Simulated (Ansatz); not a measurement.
`ClC1C[SiH2]1` + CH₃NH₂ → `CNC1C[SiH2]1` + HCl at 400 K and 1 bar (substitution at a C–Cl bond).

Computed with Ansatz on PBE0-D4/def2-TZVP structures; ΔE is electronic, products minus reactants. CBS: MP2 limit from def2 TZ/QZ plus the TZ coupled-cluster correction, frozen cores. This one scheme is used for every species. Each species was taken in one conformer, which may not be the lowest.

```csv
species,CCSD(T)/CBS energy (Eh),H − E (kJ/mol),S (J/(mol·K))
`ClC1C[SiH2]1`,-827.92017,185.4,333.2
CH₃NH₂,-95.75281,185.4,256.0
`CNC1C[SiH2]1`,-463.29493,335.8,368.5
HCl,-460.38127,29.6,195.4
```

H − E and S are ideal-gas, rigid-rotor, harmonic terms from PBE0-D4/def2-TZVP, for one conformer and one mirror image of each species. 1 Eh = 2625.50 kJ/mol, R = 8.31446 J/(mol·K).

Problem. By hand: ΔE, ΔH, ΔS and ΔG.

Solution. ΔE = (-463.29493) + (-460.38127) − (-827.92017) − (-95.75281) = -0.00322 Eh = -8.5 kJ/mol. Δ(H − E) = 335.8 + 29.6 − 185.4 − 185.4 = -5.4, so ΔH = -13.9 kJ/mol. ΔS = 368.5 + 195.4 − 333.2 − 256.0 = -25.3 J/(mol·K). ΔG = -13.9 − 400 × (-25.3)/1000 = -3.8 kJ/mol.

Problem. By hand: the equilibrium constant, and the temperature at which ΔG would vanish if ΔH and ΔS stayed fixed.

Solution. log₁₀ K = −ΔG/(RT ln 10) = 0.5. ΔG = 0 at ΔH/ΔS = 549 K.

TΔS isn't small against ΔH here. The sign of ΔG lies within the doubt. A doubt of 5 kJ/mol in ΔE shifts log₁₀ K by 0.7 here. Other conformers and mirror images would add mixing entropy, several J/(mol·K) or more a flexible species. These are equilibria of isolated gas molecules and say nothing of rates. Largest T1 diagnostic: 0.011 (customary marks: 0.02 for closed shells, 0.045 for open ones).
